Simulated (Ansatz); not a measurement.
Ti3Cl3, relaxed as a doublet with UKS PBE-D4/def2-SVP in Ansatz, starting from the GFN1-xTB geometry. Force threshold 0.02 eV/Å.

The charge 0 doublet is spin-contaminated (final ⟨S²⟩ up to 1.82, 0.75 for a pure state). The relaxation made no stability test and no search for a lower SCF solution. No other spin state of charge 0 was run. Another isomer (doublet) lies 0.04 eV lower at PBE-D4/def2-TZVP; other spin states weren't run for this one.

Start:

Cartesian coordinates in Å:
```
Ti -0.5577 -0.0335 -0.4223
Ti 0.5942 -2.2978 -0.4894
Ti -0.2468 2.0900 0.9612
Cl 1.1584 -3.6840 1.1415
Cl 1.2494 3.7067 0.7695
Cl -2.1974 0.2185 -1.9606
```

```
step   energy (eV)  largest force component (eV/Å)  SCF passes
   1  -106860.2556                           1.154         260
   2  -106860.5470                           0.519          71
   3  -106860.8109                           0.738          84
   4  -106861.1141                           0.856          64
   5  -106861.4848                           1.160          60
   6  -106861.8088                           0.535          74
   7  -106861.8847                           0.783          67
   8  -106862.0438                           0.295          61
   9  -106862.2663                           0.520          51
  10  -106862.5861                           0.820          47
  11  -106862.9469                           0.852          49
  12  -106863.2233                           0.451          50
  13  -106863.2647                           0.392          53
  14  -106863.2839                           0.446          44
  15  -106863.3048                           0.077          40
  16  -106863.3066                           0.058          40
  17  -106863.3074                           0.046          38
  18  -106863.3077                           0.022          34
  19  -106863.3078                           0.028          40
  20  -106863.3079                           0.008          41
```

Force components are those of the run's own axes.

End:

```xyz
6

Ti   -0.528   -0.867    0.867
Ti    0.565   -0.939   -0.762
Ti   -0.144    1.469   -0.160
Cl    0.847   -2.892    0.696
Cl    1.084    3.186    0.589
Cl   -1.824    0.043   -1.231
```

Bonds formed: Ti1–Cl4, Ti2–Cl6, Ti3–Cl6 (atoms count from 1). Metal–metal contacts that move far: Ti2–Ti3 4.70 to 2.58 Å.

No frequencies were taken in this run, so the end may be a saddle point.

It took 2.8 min on 4 threads of Arm Neoverse V1 on a shared host.
